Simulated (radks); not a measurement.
Removal energies from the mercury ion Hg2+, [Xe] 4f14 5d10, by Delta-SCF beside the eigenvalue of the level emptied. All-electron calculation, scalar-relativistic Kohn-Sham, BLYP, spin-polarised, spherical densities, finite nucleus; Fermi nuclear charge, rms radius of each element as measured or else 0.836 A^(1/3) + 0.57 fm. Program: a radial shooting solver on a logarithmic mesh with Libxc functionals. Open shells are filled with parallel spins first.

| removed from | final configuration | Delta-SCF (eV) | -eigenvalue (eV) |
|---|---|---|---|
| 5d | [Xe] 4f14 5d9 | 35.225 | 28.666 |
| 5p | [Kr] 4d10 4f14 5s2 5p5 5d10 | 93.456 | 85.686 |
| 4f | [Xe] 4f13 5d10 | 128.39 | 114.98 |
| 5s | [Kr] 4d10 4f14 5s1 5p6 5d10 | 145.68 | 137.30 |
